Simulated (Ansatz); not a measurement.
Mulliken charges of `C[O][Mo](=[O])(=[S])[Cl]` from B3LYP/def2-TZVPP in Ansatz (PBE0-D4/def2-TZVP geometry).

```tsv
atom	x (Å)	y (Å)	z (Å)	charge (e)
C1	-1.014	1.044	0.609	-0.082
O2	-0.001	0.634	-0.280	-0.472
Mo3	0.946	-0.869	-0.713	1.292
O4	1.019	-1.018	-2.371	-0.484
S5	-0.073	-2.533	0.080	-0.314
Cl6	3.026	-0.777	0.149	-0.291
H7	-0.580	1.720	1.349	0.120
H8	-1.784	1.573	0.043	0.120
H9	-1.451	0.180	1.116	0.110
```

**Question.** By hand: the dipole of these point charges (1 e Å = 4.8032 D).

**Answer.** Σ q r = (-0.488, 0.422, 0.530) e Å, of length 0.835 e Å = 4.01 D.

**Question.** How does the dipole of the full density compare? (Best estimate.)

**Answer.** Computed: (-0.386, 0.446, 0.436) e Å, 3.52 D; the point charges give 1.14 times that, at 7° from its direction.

Point charges leave out the atoms' own dipoles, such as those of lone pairs, and Mulliken's split depends on the basis, so the close match here is no proof of good charges.

B3LYP here is the variant with VWN-RPA as its local correlation; programs differ in this.
